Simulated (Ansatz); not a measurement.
Molecule: C5H9O (charge 0, doublet). It need not be the lowest isomer of its formula. 
Structure (B3LYP-D3(BJ)/def2-TZVP (Ansatz, an electronic-structure program) minimum search):
SMILES: C([CH2])(=O)CCC
```xyz
15

C      2.5775     0.6360    -0.5452
C      1.3859    -0.2012    -0.0909
C      0.0685     0.5504    -0.2131
C     -1.1465    -0.2491     0.2299
O     -1.0474    -1.4035     0.6479
C     -2.4316     0.3853     0.1475
H      2.6730     1.5472     0.0506
H      2.4765     0.9359    -1.5914
H      3.5105     0.0783    -0.4493
H      1.3267    -1.1219    -0.6753
H      1.5206    -0.5185     0.9453
H     -0.0965     0.8723    -1.2483
H      0.0976     1.4763     0.3737
H     -2.5462     1.3982    -0.2159
H     -3.3067    -0.1684     0.4584
```
Charge 0, spin multiplicity 2.

Basis-set convergence of Hartree-Fock and MP2 correlation energies (hartree) with Ansatz. Valence correlation only, unless marked. Open shells are spin-unrestricted. No spin-orbit coupling. Non-relativistic.

The UHF reference is spin-contaminated (<S^2> 0.14 over the pure value in the largest basis). 

```csv
basis,functions,E(HF),"E(corr, MP2)"
cc-pVDZ,129,-269.43452,-0.83737
cc-pVTZ,306,___,___
```

Some entries are withheld; supply them.


- cc-pVTZ, E(HF): -269.50910
- cc-pVTZ, E(corr, MP2): -1.03720
